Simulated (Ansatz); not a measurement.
Born–Oppenheimer molecular dynamics of ClFH5O3STa (12 atoms, charge 0, multiplicity 1). It starts at the highest image of a converged band. Of that band: The profile has 2 maxima (images 2, 9) with wells between them (image 3): this band takes more than one step, which may be the mechanism or a detour left from its start path. A vibrational analysis at the climbing image gives one clearly imaginary mode, 276i cm⁻¹: a first-order saddle point.

Theory: RKS PBE/def2-SVP (Ansatz).

```yaml
ensemble: NVE (velocity Verlet)
time_step: 0.5 fs
steps_asked: 200
starting_velocities_drawn_for: 100 K
seed: 2875
```

First frame:

```xyz
12
Properties=species:S:1:pos:R:3
Ta -0.335 0.226 -0.121
F 1.479 -1.029 -0.364
O 0.316 0.578 1.650
H 0.947 1.181 2.079
Cl -0.448 0.257 -2.499
O -1.842 1.343 0.046
H -2.391 1.882 0.634
O -1.081 -1.494 0.176
H -0.591 -2.337 0.123
S 1.883 1.647 -0.558
H 1.826 1.731 -1.916
H 2.017 -0.005 -0.516
```

(1) What does the run give?

(2) What happens to the structure?

(3) How do temperature and energy run in time?

Answers

(1) The run went to its last step.

```
steps done                                               : 200
time covered                                             : 100 fs
mean temperature over the second half                    : 264 K
spread of the potential energy over the second half      : 5.3 meV per atom
mean potential energy of the second half above the start : -17.6 meV per atom
```

The conserved energy stayed within 0.052 meV per atom of its start (net change 0.041 meV per atom), so the integration is sound. The kinetic energy rose, since the run started high on the potential surface and went downhill. A run of 0.1 ps of so small a system gives no equilibrium averages. The orbitals stay closed-shell, which can raise the energy where a bond breaks towards radicals; this wasn't checked here.

(2) Between its relaxed ends the band would form Ta1–H12, F2–H12 and break S10–H12. These pairs go: Ta1–H12 2.40 → 3.67 Å, F2–H12 1.17 → 3.03 Å, S10–H12 1.66 → 1.35 Å. In the last frame they stand as before the step (other bonds may differ from the relaxed reactants and products). It ends as one piece, ClFH5O3STa. Pairs count as bonded within 1.25 times the sum of covalent radii (0.12 Å more for H–H). This is one draw of velocities; another would differ in detail.

(3) 
```csv
time (fs),T (K),potential energy less start (eV),conserved less start (meV/atom)
0,100,0.000,0.00
5,86,0.019,0.02
10,65,0.045,0.03
15,49,0.067,0.04
20,41,0.077,0.04
25,43,0.075,0.03
30,45,0.072,0.02
35,52,0.063,0.02
40,73,0.035,0.01
45,102,-0.003,0.01
50,136,-0.047,0.02
55,173,-0.094,0.04
60,217,-0.151,0.05
65,257,-0.203,0.04
70,276,-0.227,0.03
75,284,-0.238,0.02
80,284,-0.237,0.02
85,300,-0.258,0.01
90,323,-0.289,0.00
95,312,-0.274,0.02
100,285,-0.239,0.04
```

Run time: 8.8 min on 4 threads of Arm Neoverse V1, on a shared host, peak memory 0.24 GiB.
